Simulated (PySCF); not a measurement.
## How the functional moves excitation energies

Compound: C3H6F2Ge.
SMILES: `F[C@@H]1[GeH2][C@@H](C1)F`

Linear-response calculations in the def2-SVPD basis (PySCF; singlets by full response, triplets Tamm–Dancoff, core orbitals frozen in the response; HF means time-dependent Hartree–Fock). 'Strongest' is the level of largest summed f among the singlets computed (10 roots, of which the last may lack a degenerate partner); it can jump between rows when another state enters that window. S1 is the lowest singlet of each run and needn't be the same state throughout; f(S1) is that of one state. One conformer (not necessarily the lowest) at the PBE0-D3(BJ)/def2-SVP geometry, without solvent, vibrations or thermal averaging. Relativistic effects, spin–orbit coupling among them, are left out although an element past zinc is present.

```csv
functional,kind,S1 (eV),f(S1),strongest (eV),T1 (eV),HOMO (eV),gap (eV),"ionisation energy, ΔSCF (eV)"
LDA,LDA,5.96,0.051,7.22,5.22,-6.66,5.49,9.70
PBE,GGA,5.96,0.052,7.22,5.16,-6.50,5.54,9.50
PBE0,"global hybrid, 25% exact exchange",6.65,0.017,8.00,5.63,-7.85,7.66,9.89
BHandHLYP,"global hybrid, 50% exact exchange",7.06,0.018,8.57,6.00,-9.11,9.61,10.12
CAM-B3LYP,range-separated hybrid,6.79,0.014,8.27,5.82,-9.23,9.87,10.08
wB97X-D,range-separated hybrid,6.89,0.014,8.45,6.02,-9.70,11.22,10.00
LC-wPBE,range-separated hybrid,7.15,0.011,8.94,6.08,-10.51,12.31,10.20
HF,Hartree–Fock,7.80,0.021,9.57,6.36,-11.01,13.24,not settled
```

**Question.** What does B3LYP (global hybrid, 20% exact exchange) give?

**Answer.** S1 (eV) 6.50, f(S1) 0.038, strongest (eV) 7.76, T1 (eV) 5.56, HOMO (eV) -7.64, gap (eV) 7.19, ionisation energy, ΔSCF (eV) 9.89. S1 runs from 5.96 eV (LDA) to 7.80 eV (HF), a spread of 1.84 eV, while the orbital gap spreads over 7.8 eV. Along PBE (0%), B3LYP (20%), PBE0 (25%), BHandHLYP (50%), HF (100%) S1 rises with the share of exact exchange. −ε(HOMO) comes closest to its own ΔSCF ionisation energy with wB97X-D (-0.30 eV) and misses most with LDA (-3.04 eV). 'Not settled' means that the ion's SCF failed to converge or may have ended in another state than the lowest.

Without π bonds the low states are Rydberg-like; a valence basis with one diffuse set may place them up to an eV too high.
